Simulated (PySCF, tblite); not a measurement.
A set of runs on `C=C[Si]1(F)[SiH2][SiH2][SiH2]1`; the geometry of each is named by its level. Settings lines and outputs come from a driver script.

Compound: C2H9FSi4.
Numbering: `[CH2:1]=[CH:2][Si:3]1([F:4])[SiH2:5][SiH2:6][SiH2:7]1` (hydrogens: H8, H9 on C1; H10 on C2; H11, H12 on Si5; H13, H14 on Si6; H15, H16 on Si7)

Step 1: GFN2-xTB geometry optimisation, gas phase (tblite 0.8.0) (from a force-field or distance-geometry start)
```json
{"job": {"kind": "relax", "xc": "GFN2-xTB", "basis": "xTB"}, "charge": 0, "multiplicity": 1}
```
```
step      E/eV     max force
  0    -556.38594    1.709
  1    -556.51446    0.804
  2    -556.57663    0.581
...
 81    -556.99156    0.068
 82    -556.99107    0.114
 83    -556.99225    0.026
 84    -556.99235    0.015
 85    -556.99238    0.009
```

Energy lowered by 14.0 kcal/mol over 85 steps; largest atomic force 0.009 eV/Å at the end. «max force» is the largest atomic force in eV/Å.

Time: 0.53 s wall. Hardware: AMD EPYC 9R45, one thread, no GPU (shared host).

Step 2: GFN2-xTB harmonic vibrations, gas phase (tblite 0.8.0) (on the GFN2-xTB geometry)
```json
{"job": {"kind": "ir", "xc": "GFN2-xTB", "basis": "xTB"}, "charge": 0, "multiplicity": 1}
```
```
(table of modes left out)
```

42 modes from 41 to 3108 cm⁻¹ (unscaled, harmonic); zero-point energy 58.2 kcal/mol; all wavenumbers are real at this level.

The run took 0.51 s of wall time on one thread, AMD EPYC 9R45 (x86_64), shared host with 96 logical CPUs at a one-minute load of 5.3.

Step 3: TDDFT CAM-B3LYP/def2-SVPD, vertical, gas phase, core orbitals frozen in the response (PySCF 2.14.0, density-fitted response routines) (on the GFN2-xTB geometry)
```json
{"job": {"kind": "uv", "xc": "CAM-B3LYP", "basis": "def2-SVPD", "nstates": 8, "ntriplets": 3}, "charge": 0, "multiplicity": 1}
```
```
...
Static polarisability (au): isotropic 141.488, principal 106.542 140.034 177.889
Singlet excitations
state   eV       nm        f      main configurations
  1   4.1564    298.3   0.00048   H->L 0.95
  2   5.1232    242.0   0.00119   H-1->L 0.97
  3   5.1389    241.3   0.00048   H-2->L 0.95
  4   5.9676    207.8   0.04636   H->L+2 0.47, H-1->L+1 0.34
  5   5.9758    207.5   0.56456   H->L+1 0.96
  6   6.0811    203.9   0.04586   H-1->L+1 0.52, H->L+2 0.34
  7   6.3710    194.6   0.07014   H-2->L+2 0.66, H->L+3 0.11, H->L+2 0.11
  8   6.4716    191.6   0.00008   H-3->L 0.85
Triplet excitations (Tamm-Dancoff, eV): 3.8222 4.1555 4.5705
```

HOMO -8.39 eV, LUMO -0.81 eV; lowest singlet 4.16 eV; lowest triplet 3.82 eV (Tamm–Dancoff); mean polarisability 141.5 au.

On AMD EPYC 9R45, one thread, no GPU, shared host with 96 logical CPUs at a one-minute load of 14, this took 23 s and 1.1 GiB of memory at its peak.

Geometry of the electronic-property runs (GFN2-xTB):
```
atom  x, y, z in Å
C1    -3.2825    0.3840    0.2949
C2    -2.0427    0.1340    0.6931
Si3   -0.5293    0.1500   -0.4182
F4    -1.1328    0.5291   -1.8932
Si5    1.3153    1.5274    0.1044
Si6    2.7164   -0.3655   -0.0744
Si7    0.8657   -1.7513   -0.5554
H8    -4.1274    0.3646    0.9669
H9    -3.5026    0.6223   -0.7331
H10   -1.8692   -0.0995    1.7371
H11    1.5999    2.6565   -0.7903
H12    1.2629    2.1639    1.4293
H13    3.7496   -0.2996   -1.1177
H14    3.4939   -0.7118    1.1247
H15    0.8925   -2.4901   -1.8246
H16    0.5829   -2.8051    0.4309
```

 (This holds for the electronic-property runs.)

One conformer stands for the species.
